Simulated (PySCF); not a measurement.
Compound: C5H5F3N2.
SMILES with atom numbers: `[CH3:1][c:2]1[cH:3][c:4]([C:5]([F:6])([F:7])[F:8])[nH:9][n:10]1`

NICS = −σ at a ghost point: NICS(0) at the centroid of the ring atoms, NICS(1) 1 Å to either side along the normal of their mean plane, zz for the tensor component along that normal. Level: GIAO PBE0/pcSseg-1 (PySCF, non-relativistic, gas phase) on the GFN2-xTB geometry, one conformer.

Ring bond lengths (Å), with Mayer bond orders in brackets: C2–C3 1.410 (1.28), C3–C4 1.377 (1.40), C4–N9 1.357 (1.08), N9–N10 1.323 (1.23), N10–C2 1.321 (1.53).

Q: What do the NICS probes read (ppm)?

A: 
```
           ring                                                 type  NICS(0)  NICS(1), two faces  NICS(1)zz, two faces  rms pucker (Å)  centre to ring atoms, mean (Å)
C2–C3–C4–N9–N10  5-membered ring with 2 N; formal bonds all aromatic    -13.2       -11.9 / -11.9         -29.8 / -29.8            0.00                            1.15
```

Q: What can be read from them?

A: 
- C2–C3–C4–N9–N10: mean NICS(1)zz -29.8 ppm, shielded. For a flat ring without four-coordinate atoms the NICS criterion counts such a value as aromatic.

Q: How equal are the bonds by HOMA? Use HOMA with the parameters of Krygowski (1993).

A: 
- C2–C3–C4–N9–N10: HOMA 0.95; the largest term is that of C2–C3, α(R − Ropt)² = 0.13. The geometric and the magnetic index point the same way.

Q: At the first NICS(1) probe listed for ring C2–C3–C4–N9–N10, 1 Å off the ring, what do the in-plane components average?

A: The isotropic value is a third of the trace: (3 × -11.9 − (-29.8))/2 = -3.0 ppm.

Q: Give the inner angles of the rings and the Hirshfeld charges of the ring atoms.

A: 
- C2–C3–C4–N9–N10: C2 110.3° (+0.037 e), C3 104.6° (-0.093 e), C4 106.7° (-0.013 e), N9 111.6° (-0.014 e), N10 106.8° (-0.142 e); sum 540.0° against 540° for a flat convex ring.

Q: What are the shieldings of the ring atoms and their hydrogens in the same run (means over atoms taken as equivalent)?

A: 
| atoms | environment | σ isotropic (ppm) | principal values of the symmetric part, first atom (ppm) |
| --- | --- | --- | --- |
| C2 | substituted aromatic carbon | 34.5 | -41.6, 16.8, 128.2 |
| C3 | aromatic CH carbon | 74.4 | 1.2, 64.5, 157.5 |
| C4 | substituted aromatic carbon | 48.1 | -14.2, 36.7, 121.8 |
| N9 | pyrrole-type nitrogen | 54.4 | -48.2, 79.2, 132.1 |
| N10 | pyridine-type nitrogen | -76.7 | -322.0, -74.0, 165.8 |
| H on C3 | aromatic hydrogen | 25.06 | 21.9, 24.7, 28.5 |
| H on N9 | N–H hydrogen | 22.25 | 16.1, 24.6, 26.1 |

Time: 60 s wall (grids of density and orbitals included); peak memory 0.97 GiB. Hardware: one thread of an Arm Neoverse N1, no GPU, shared host. This is the whole shielding run at PBE0/pcSseg-1, SCF included.

Shape of the structure used: `[CH3:1][c:2]1[cH:3][c:4]([C:5]([F:6])([F:7])[F:8])[nH:9][n:10]1`: C3–C4–C5–F6 108°.
